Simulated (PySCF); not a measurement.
Species: CH₈NP₂Si (doublet state).
Geometry (GFN2-xTB, Å), atoms numbered from 1 in this order:
```xyz
13
CH8NP2Si angstrom
C      1.9082   -0.8440   -0.0199
N      0.5269   -0.9538    0.3666
Si    -0.7371    0.0552   -0.2376
P      0.1843    2.1343   -0.1531
P     -2.3698   -0.2522    1.3127
H      2.5567   -1.1257    0.8116
H      2.1112    0.1945   -0.2824
H      2.1531   -1.4742   -0.8809
H      0.2946   -1.8695    0.7232
H     -1.0157    2.7798   -0.4009
H      0.5326    2.1570   -1.4940
H     -2.8832   -1.3778    0.6944
H     -3.2664    0.5770    0.6640
```

The hyperfine couplings belong to this conformer and change with its torsions.

As a line formula: `CN[Si](P)P` [radical].

Method used: UKS B3LYP, pcH-1 on C H N P Si, non-relativistic, mean-field spin-orbit, GIAO in PySCF. The structure is a single GFN2-xTB conformer in the gas phase; no vibrational or solvent corrections. Couplings are sensitive to structure, and on GFN2-xTB geometries they can be far from those on DFT ones, by a factor of two or more for some ions and for spin on atoms past the first row. Stability of the SCF solution: not tested.

**Question.** What is the g tensor, term by term?

**Answer.** 
```json
{"Δg (ppm)": "relativistic mass correction", "1": "-173", "2": "-173", "3": "-173"}
{"Δg (ppm)": "gauge correction", "1": "20", "2": "56", "3": "65"}
{"Δg (ppm)": "orbital Zeeman/spin–orbit", "1": "-933", "2": "187", "3": "1747"}
{"Δg (ppm)": "total", "1": "-1086", "2": "71", "3": "1639"}
```

So g = 2.00123, 2.00239, 2.00396 and g_iso = 2.00253; the tensor is rhombic: the two nearest values differ by 42 % of g3 − g1. 

**Question.** At 9.42 GHz, how far is the centre of the isotropic spectrum from where a free electron (g = 2.002319) resonates?

**Answer.** B = hν/(g μB) with μB/h = 13.99624 MHz/mT gives 336.13 mT for the free electron and 336.09 mT at g_iso, 0.03 mT lower.

**Question.** What are the electron Larmor frequencies g μB B/h along the three axes at 3350 mT?

**Answer.** 93.8327, 93.8869, 93.9604 GHz for g1, g2 and g3, a range of 127.8 MHz.

**Question.** What effective moment and Curie constant follow for a powder?

**Answer.** With the mean of g² = 4.0101 and S(S+1) = 0.75: μ_eff = √(⟨g²⟩S(S+1)) = 1.734 μB and χT = 0.12505·⟨g²⟩·S(S+1) = 0.376 cm³ K/mol (cgs; spin-Hamiltonian part alone).

**Question.** In a frozen sample, at which fields do the three g values resonate at 9.5, 34, 94 and 263 GHz (hyperfine left aside), and which band first spreads them over more than twice a line width of 0.5 mT?

**Answer.** 
```tsv
band	GHz	B(g3) mT	B(g2) mT	B(g1) mT	spread mT
X	9.5	338.71	338.97	339.17	0.46
Q	34.0	1212.21	1213.16	1213.86	1.65
W	94.0	3351.41	3354.04	3355.97	4.56
J	263.0	9376.82	9384.16	9389.59	12.77
```

The spread grows in proportion to the frequency. Q band is the first where it exceeds 1.0 mT.

The largest Mulliken spin populations are on Si3 (+0.60), N2 (+0.15), P4 (+0.13) and P5 (+0.12). The angles at Si3 add up to 317.9°, so it is pyramidal.

The HOMO–LUMO gaps are 4.46 eV among the α and 4.44 eV among the β orbitals.

The run took 51 s of wall time (grids of density and orbitals included) on an Arm Neoverse V1 with one thread (shared host), and the process peaked at 0.79 GiB of memory.
